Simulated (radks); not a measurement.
Problem. The chlorine ion Cl2+, 15 electrons, occupied as [Ne] 3s2 3p2.5 4s0.5 (fractional occupations, a model configuration). All-electron calculation, non-relativistic Kohn-Sham, LDA (Slater exchange, Perdew-Wang correlation), spin-unpolarised, spherical densities, point nucleus. Program: a radial shooting solver on a logarithmic mesh with Libxc functionals. Some entries of the table are withheld. Estimate them.

| orbital | occ. | eigenvalue (hartree) | <r> (bohr) | <r^2> (bohr^2) |
|---|---|---|---|---|
| 1s | 2 | -101.5845 | (1) | 0.01129 |
| 2s | 2 | -10.36068 | 0.4474 | 0.2378 |
| 2p | 6 | -8.21788 | 0.4074 | 0.2067 |
| 3s | 2 | -1.74805 | 1.429 | (2) |
| 3p | 2.5 | -1.26689 | 1.570 | 2.878 |
| 4s | 0.5 | -0.51467 | (3) | 14.95 |

Solution. 
(1) 1s <r> (bohr): 0.09165
(2) 3s <r^2> (bohr^2): 2.347
(3) 4s <r> (bohr): 3.645
